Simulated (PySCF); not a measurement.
Isomers of CH6BNO2. Method: PBE0-D3(BJ)/def2-SVP geometry optimisation, gas phase in PySCF. One conformer each; no zero-point energy, no entropy. No frequencies were run at this level. Point groups hold within 0.08 Å.

Task: Rank from lowest to highest electronic energy at this level (kcal/mol).
A. `[CH3:1][NH:2][B:3]([OH:4])[OH:5]` with N2–B3–O4–H -178°, N2–B3–O5–H 1°
B. `[NH2:1][CH2:2][B:3]([OH:4])[OH:5]` with H–N1–C2–B3 -59° and 54°, N1–C2–B3–O4 0°, C2–B3–O4–H 180°, C2–B3–O5–H 0°

Result: A (0.0), B (23.9).

As drawn, the lower has a B–N bond, which the higher lacks.

| SMILES | E (Eh) | E rel (kcal/mol) | dipole (D) | point group | A, B, C (MHz) |
| --- | --- | --- | --- | --- | --- |
| CNB(O)O | -271.40952 | 0.0 | 1.94 | near Cs | 9275, 3729, 2705 |
| NCB(O)O | -271.37139 | 23.9 | 1.89 | – | 8937, 3538, 2608 |
